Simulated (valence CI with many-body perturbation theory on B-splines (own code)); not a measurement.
**Sr XXXIV: calculated level list**

Level of theory: configuration interaction combined with many-body perturbation theory (CI+MBPT): three valence electrons over a frozen Dirac-Fock core [He], radial functions for each j: 11 s, 11 p, 9 d, 7 f, 5 g, 2 h, 1 i, with the one-electron correlation potential Σ1, the two-electron term Σ2, the three-electron term Σ3, Breit, model QED; selected CI, second order for the rest (own B-spline code, finite nucleus).

The last digits are not significant, and no measured levels were compared; by estimate large intervals hold to a few tenths of a per cent, small ones and those within an open d or f shell to about a per cent.

Levels 91 to 98 of 98, with energies above the lowest level, (2s^2 2p1/2) J=1/2. "Leading %" is the weight of the configuration and term that name the level; weights of strongly mixed levels are sums over their largest components and can fall short. In the jj column 3d3/2^4 stands for four electrons in 3d with j = 3/2. Lifetimes count E1, E2, E3, M1 and M2 decay at the calculated energies, and are blank where another channel may lead or the interval is too uncertain; long ones can be off by a factor of two.

| No. | Configuration | Term | J | E (× 10³ cm⁻¹) | Leading % | Lifetime | g | Second component | Leading jj |
| --- | --- | --- | --- | --- | --- | --- | --- | --- | --- |
| 91 | 2p2.3d | 4F | 7/2 | 21906 | 66 | 319 fs | 1.262 | 26 % 2p2.3d 4D | 2p1/2 2p3/2 3d5/2 (88 %) |
| 92 | 2p2.3p | 2P° | 1/2 | 21910 | 82 | 37.2 fs | 0.720 | 9 % 2p2.3p 2S° | 2p1/2 2p3/2 3p3/2 (93 %) |
| 93 | 2p2.3s | 4P | 5/2 | 21921 | 44 | 28.1 fs | 1.393 | 42 % 2p2.3s 2D | 2p3/2^2 3s (84 %) |
| 94 | 2p2.3d | 2F | 7/2 | 21944 | 43 | 6.12 ps | 1.150 | 25 % 2p2.3d 2G | 2p1/2 2p3/2 3d3/2 (74 %) |
| 95 | 2p2.3d | 4D | 3/2 | 21964 | 27 | 23.8 fs | 1.178 | 20 % 2p2.3s 2P | 2p1/2 2p3/2 3d5/2 (52 %) |
| 96 | 2p2.3d | 2F | 5/2 | 21970 | 38 | 14.8 fs | 1.210 | 35 % 2p2.3d 4P | 2p1/2 2p3/2 3d5/2 (75 %) |
| 97 | 2p2.3s | 2P | 3/2 | 21989 | 30 | 39.1 fs | 1.153 | 26 % 2p2.3s 2D | 2p3/2^2 3s (59 %) |
| 98 | 2p2.3d | 2G | 9/2 | 21994 | 50 | 6.36 ps | 1.216 | 50 % 2p2.3d 4F | 2p1/2 2p3/2 3d5/2 (97 %) |
